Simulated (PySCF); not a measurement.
**ORD: `CC(=S)[C@H]1CC[C@@H]1C`, C7H12S**

Geometry:
| atom | x (Å) | y (Å) | z (Å) |
| --- | --- | --- | --- |
| C1 | -2.452 | -0.450 | -0.071 |
| C2 | -1.346 | -0.253 | -1.048 |
| S3 | -1.467 | -0.824 | -2.570 |
| C4 | -0.103 | 0.420 | -0.607 |
| C5 | -0.128 | 1.473 | 0.519 |
| C6 | 1.034 | 0.752 | 1.217 |
| C7 | 0.841 | -0.451 | 0.281 |
| C8 | 2.065 | -1.011 | -0.413 |
| H9 | -2.070 | -0.771 | 0.898 |
| H10 | -3.162 | -1.183 | -0.446 |
| H11 | -2.981 | 0.494 | 0.074 |
| H12 | 0.442 | 0.776 | -1.483 |
| H13 | -1.044 | 1.463 | 1.103 |
| H14 | 0.070 | 2.492 | 0.192 |
| H15 | 0.905 | 0.556 | 2.280 |
| H16 | 1.991 | 1.245 | 1.063 |
| H17 | 0.290 | -1.260 | 0.766 |
| H18 | 2.641 | -0.213 | -0.877 |
| H19 | 1.768 | -1.717 | -1.185 |
| H20 | 2.702 | -1.527 | 0.303 |

Computed, not measured: TDDFT BHandHLYP/def2-SVPD circular dichroism and optical rotation, one conformer, gas phase (PySCF). Geometry: GFN2-xTB.

The molecule is flexible and this is one conformer; a measurement averages over conformers.

Stereocentres: C4 S, C7 S.

Q: Give the optical rotatory dispersion at 633, 589.3, 546 nm.

A: [α] in deg dm⁻¹ (g/mL)⁻¹:
```csv
λ (nm),origin-invariant length gauge,modified velocity gauge,length gauge (centre of mass),isotropic polarisability (au)
633,-216.0,-228.6,-216.1,104.2
589.3,-325.2,-344.7,-325.2,104.7
546,-561.1,-595.8,-561.2,105.4
```

The shortest wavelength is close to the first absorption, where this undamped response comes out too large.

Q: And for the mirror image at 589.3 nm?

A: +325.2 deg dm⁻¹ (g/mL)⁻¹ (origin-invariant length gauge): the same size and the opposite sign.

Q: What is the molar rotation [Φ] = [α]·M/100 of the geometry above at 589.3 nm?

A: With M = 128.23 g/mol, -417.0 deg cm² dmol⁻¹ (origin-invariant length gauge).

The first excitation lies at 2.69 eV (461 nm) with R = -4.4 × 10⁻⁴⁰ esu² cm² (velocity form).
